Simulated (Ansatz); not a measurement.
(MgO)n off (charge +1): gap (eV) at several levels, gas phase, relaxed structures; Ansatz. Clusters are the lowest isomers that short searches found in that spin, judged at the geometry's level. HOMO and LUMO are taken over both spins. The structures are stationary points that may keep the symmetry of their start.

```json
{"species": "Mg3O2⁺", "state": "doublet", "geometry": "PBE-D4/def2-SVP", "PBE-D4/def2-SVP": "0.78", "PBE-D4/def2-TZVP": "0.81", "r2SCAN-D4/def2-TZVP": "1.40", "PBE0-D4/def2-SVP": "2.24", "PBE0-D4/def2-TZVP": "2.29"}
{"species": "Mg3O3⁺", "state": "doublet", "geometry": "r2SCAN-D4/def2-SVP", "PBE-D4/def2-SVP": "0.90", "PBE-D4/def2-TZVP": "0.93", "r2SCAN-D4/def2-TZVP": "1.58", "PBE0-D4/def2-SVP": "2.35", "PBE0-D4/def2-TZVP": "2.40"}
{"species": "Mg5O4⁺", "state": "doublet", "geometry": "r2SCAN-D4/def2-SVP", "PBE-D4/def2-SVP": "0.51", "PBE-D4/def2-TZVP": "0.51", "r2SCAN-D4/def2-TZVP": "0.73", "PBE0-D4/def2-SVP": "1.49", "PBE0-D4/def2-TZVP": "1.52"}
```

(1) Estimate the column for BLYP-D4/def2-TZVP.

(1) Mg3O2⁺ 0.65; Mg3O3⁺ 0.75; Mg5O4⁺ 0.38.

Over the 3 species that have every level, the mean is 0.73 at PBE-D4/def2-SVP, 0.75 at PBE-D4/def2-TZVP, 0.59 at BLYP-D4/def2-TZVP, 1.24 at r2SCAN-D4/def2-TZVP, 2.02 at PBE0-D4/def2-SVP, 2.07 at PBE0-D4/def2-TZVP. Orbital gaps grow with the share of exact exchange and aren't one observable across functionals.
